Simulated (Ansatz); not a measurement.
Abridged output of a molecular run in Ansatz:

```
Functional definition: HF
1006 factors; integrals over basis functions are off by at most 1.0e-3 eV
mean field evaluation 1: about -29063.5642 eV, gradient 5.1e1 eV
mean field evaluation 2: about -29063.6885 eV, gradient 5.2e1 eV
mean field evaluation 4: about -29069.8604 eV, gradient 6.5e0 eV
mean field evaluation 8: about -29069.9991 eV, gradient 5.5e-1 eV
mean field -29070.00065468 eV, -1068.3028197054 hartree, gradient 1.9e-6 eV, S^2 0.000000; 0 other end points of the search recorded, 0 dependent functions left out
12 core orbitals not correlated: weight in the atoms' cores, before any rotation towards them, 1.000 or more for the frozen orbitals, at most 0.000 for the correlated occupied ones
reference -29070.00065468 eV, -1068.3028197054 hartree; 20, 20 occupied and 74, 74 virtual orbitals, 1006 factors
second order -24.96764841 eV of doubles, -0.00000000 eV of singles
cycle   1  -23.98305499 eV  change    9.8e-1 eV  update   2.2e-1
cycle   2  -24.84238457 eV  change   -8.6e-1 eV  update   1.1e-1
cycle   3  -25.06722877 eV  change   -2.2e-1 eV  update   3.5e-2
cycle   4  -25.06816329 eV  change   -9.3e-4 eV  update   1.2e-2
cycle   5  -25.05774119 eV  change    1.0e-2 eV  update   4.2e-3
cycle   6  -25.05804317 eV  change   -3.0e-4 eV  update   1.9e-3
cycle   7  -25.05827456 eV  change   -2.3e-4 eV  update   7.8e-4
cycle   8  -25.05813677 eV  change    1.4e-4 eV  update   3.2e-4
cycle   9  -25.05827375 eV  change   -1.4e-4 eV  update   1.3e-4
cycle  10  -25.05838305 eV  change   -1.1e-4 eV  update   5.3e-5
cycle  11  -25.05829666 eV  change    8.6e-5 eV  update   2.4e-5
cycle  12  -25.05828341 eV  change    1.3e-5 eV  update   1.3e-5
perturbative correction -1.00742859 eV, -0.0370223177 hartree
Total energy: -29096.06636667 eV, -1069.2607169531 hartree
```

Its atoms:

```xyz
7

N    -1.156    0.032   -0.415
Ta    0.652   -0.072    0.296
F     0.801   -1.569    1.406
S     0.922    1.752    1.402
Cl    2.156   -0.229   -1.432
H    -1.800    0.799   -0.299
H    -1.575   -0.713   -0.958
```

Which basis set was used?
A. def2-SVP
B. def2-QZVPP
C. def2-TZVPP
D. def2-SVPD

A. It gives 106 functions.

Write the keys of the input that set method, charge and spin (a neutral closed shell needs none for the last two).


```yaml
correlation: {method: ccsd_t}
```
